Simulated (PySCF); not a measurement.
Geometry (Å), atoms numbered from 1 in this order:
```xyz
24

C    -3.5385    0.5097    0.2630
C    -2.3619    1.2172    0.9601
C    -1.4336    0.1009    0.4354
C    -0.0281    0.4479   -0.0172
C     0.7064   -0.7230   -0.7019
Si    2.5488   -0.3085   -0.7870
N     2.6591    0.6825    0.6456
Si    1.1190    1.0876    1.3578
C    -2.5161   -0.2377   -0.6143
H    -4.0634   -0.1749    0.9469
H    -4.2888    1.1365   -0.2413
H    -2.4154    1.3811    2.0476
H    -2.1286    2.1796    0.4752
H    -1.3876   -0.7135    1.1811
H    -0.0987    1.2849   -0.7401
H     0.6035   -1.6354   -0.0863
H     0.2684   -0.9602   -1.6860
H     3.4265   -1.5208   -0.7253
H     2.9168    0.4268   -2.0424
H     3.5419    1.0099    1.0208
H     0.9710    2.5558    1.6150
H     0.8605    0.3890    2.6619
H    -2.7015   -1.2973   -0.8471
H    -2.3259    0.2989   -1.5586
```

Geometry: PBE0-D3(BJ)/def2-SVP; GIAO absolute shieldings from PySCF 2.14, gas phase, non-relativistic, averaged over equivalent atoms.

At CAM-B3LYP/pcSseg-1 (242 basis functions, 82 s wall time on 1 thread of an Arm Neoverse V1, shared host):
| atoms | σ (ppm) |
| --- | --- |
| C3 | 140.4 |
| C9 | 150.4 |
| C4 | 151.0 |
| C2 | 152.0 |
| C1 | 163.0 |
| C5 | 170.5 |
| Si8 | 362.6 |
| Si6 | 364.1 |
| N7 | 257.3 |
| H18 | 26.51 |
| H21 | 26.57 |
| H19 | 26.59 |
| H22 | 26.86 |
| H23 | 29.24 |
| H14 | 29.39 |
| H12 | 29.53 |
| H10 | 29.54 |
| H11 | 29.66 |
| H24 | 29.81 |
| H13 | 29.88 |
| H17 | 30.27 |
| H15 | 30.51 |
| H16 | 30.86 |
| H20 | 31.68 |

Task: Predict the values at PBE0/pcSseg-1 on the same geometry.

Result: 
```json
{"atoms": "C3", "σ at PBE0/pcSseg-1": "142.6", "change": "+2.2"}
{"atoms": "C9", "σ at PBE0/pcSseg-1": "152.2", "change": "+1.8"}
{"atoms": "C4", "σ at PBE0/pcSseg-1": "152.8", "change": "+1.8"}
{"atoms": "C2", "σ at PBE0/pcSseg-1": "153.7", "change": "+1.7"}
{"atoms": "C1", "σ at PBE0/pcSseg-1": "164.5", "change": "+1.5"}
{"atoms": "C5", "σ at PBE0/pcSseg-1": "172.2", "change": "+1.7"}
{"atoms": "Si8", "σ at PBE0/pcSseg-1": "369.3", "change": "+6.7"}
{"atoms": "Si6", "σ at PBE0/pcSseg-1": "369.7", "change": "+5.6"}
{"atoms": "N7", "σ at PBE0/pcSseg-1": "257.1", "change": "-0.2"}
{"atoms": "H18", "σ at PBE0/pcSseg-1": "26.30", "change": "-0.21"}
{"atoms": "H21", "σ at PBE0/pcSseg-1": "26.35", "change": "-0.22"}
{"atoms": "H19", "σ at PBE0/pcSseg-1": "26.38", "change": "-0.21"}
{"atoms": "H22", "σ at PBE0/pcSseg-1": "26.65", "change": "-0.21"}
{"atoms": "H23", "σ at PBE0/pcSseg-1": "29.14", "change": "-0.10"}
{"atoms": "H14", "σ at PBE0/pcSseg-1": "29.25", "change": "-0.14"}
{"atoms": "H12", "σ at PBE0/pcSseg-1": "29.44", "change": "-0.09"}
{"atoms": "H10", "σ at PBE0/pcSseg-1": "29.44", "change": "-0.10"}
{"atoms": "H11", "σ at PBE0/pcSseg-1": "29.58", "change": "-0.08"}
{"atoms": "H24", "σ at PBE0/pcSseg-1": "29.72", "change": "-0.09"}
{"atoms": "H13", "σ at PBE0/pcSseg-1": "29.77", "change": "-0.11"}
{"atoms": "H17", "σ at PBE0/pcSseg-1": "30.12", "change": "-0.15"}
{"atoms": "H15", "σ at PBE0/pcSseg-1": "30.31", "change": "-0.20"}
{"atoms": "H16", "σ at PBE0/pcSseg-1": "30.71", "change": "-0.15"}
{"atoms": "H20", "σ at PBE0/pcSseg-1": "31.57", "change": "-0.11"}
```

The largest change is at Si8 (silicon bonded to C, N, 2 H, in a 5-membered ring). Cost: 242 basis functions, 72 s wall time on 1 thread of an Arm Neoverse V1, shared host. The order of the carbon signals is the same at both levels.
